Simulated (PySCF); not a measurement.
ScBr3, SMILES [Br][Sc]([Br])[Br].

The structure is a stationary point at B3LYP-D3(BJ)/def2-SVP.

Method: TDDFT-PBE/def2-SVPD (PySCF 2.14.0).

Vertical excitations; the highest root listed may be one member of a degenerate set. Isolated molecule, no solvent. State labels are in the subgroup C2v.

| state | symmetry | energy (eV) | λ (nm) | f | main pairs |
|---|---|---|---|---|---|
| S1 | B1 | 3.03 | 409 | 0.000 | HOMO→LUMO 100 % |
| S2 | B2 | 3.50 | 354 | 0.000 | HOMO→LUMO+1 (degenerate set) |
| S3 | A2 | 3.50 | 354 | 0.000 | HOMO→LUMO+2 (degenerate set) |
| S4 | B2 | 3.55 | 350 | 0.017 | HOMO−1→LUMO 99 % |
| S5 | B1 | 3.55 | 349 | 0.002 | HOMO−3→LUMO (degenerate set) |
| S6 | A1 | 3.55 | 349 | 0.002 | HOMO−2→LUMO (degenerate set) |
| S7 | A2 | 3.58 | 346 | 0.000 | HOMO−4→LUMO (degenerate set) |
| S8 | B2 | 3.58 | 346 | 0.000 | HOMO−5→LUMO (degenerate set) |
| S9 | B1 | 3.98 | 311 | 0.000 | HOMO−1→LUMO+1, HOMO−4→LUMO+2, HOMO−5→LUMO+1 (degenerate set) |
| S10 | A1 | 3.99 | 311 | 0.000 | HOMO−1→LUMO+2, HOMO−4→LUMO+1, HOMO−5→LUMO+2 (degenerate set) |
| T1 | B1 | 3.03 | 410 | 0 | HOMO→LUMO 100 % |
| T2 | B2 | 3.44 | 360 | 0 | HOMO→LUMO+1 (degenerate set) |
| T3 | A2 | 3.44 | 360 | 0 | HOMO→LUMO+2 (degenerate set) |
| T4 | B2 | 3.45 | 359 | 0 | HOMO−1→LUMO 100 % |
Triplets are in the Tamm–Dancoff approximation, which puts them higher than full response would, so one can lie above its singlet here.
